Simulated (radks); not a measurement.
Results of a calculation; reference values are marked as such.
All-electron atom: Ba LVI in 1s1 (the NIST ground configuration).

Level of theory: Dirac Kohn-Sham, exchange-only PBE, spin-unpolarised, spherical densities, finite nucleus; Fermi nuclear charge, rms radius 4.8378 fm (a radial shooting solver on a logarithmic mesh with Libxc functionals).

Energy parts (Ry):
| part | energy |
|---|---|
| total | -3272.1178 |
| kinetic | 3584.2994 |
| electron-nucleus | -6863.1476 |
| Hartree | 37.3523 |
| exchange | -30.6220 |

Orbitals (lengths in bohr, moments of r in powers of bohr; r(max) is where P^2 peaks):
orbital  occ.  eigenvalue (Ry)      <r>   r(max)  small-component weight
1s1/2       1        -3242.731  0.02527  0.01631                4.36e-02
2s1/2       0        -810.5499   0.1010  0.08810                1.09e-02
2p1/2       0        -807.8690  0.08329  0.06588                1.09e-02
2p3/2       0        -772.2305  0.08853  0.07048                1.04e-02

The highest occupied level is 1s1/2 at -44120 eV. The electron density at the nucleus is 1.419e+05 e/bohr^3. For comparison, the ionisation energy in NIST's Atomic Spectra Database is 44561.6 eV (theoretical). In exact Kohn-Sham theory the highest level is minus the ionisation energy, but local and semilocal functionals leave it too shallow, through self-interaction and a potential that decays too fast; potentials with the right tail come closer. Summed over all electrons, <r^2> = 0.0008652 bohr^2, which gives a Langevin (diamagnetic) susceptibility term of -0.000685 x 10^-6 cm^3/mol.

Beside tabulated values, note that spin-unpolarised runs miss the spin-polarisation part of the exchange energy of open shells.
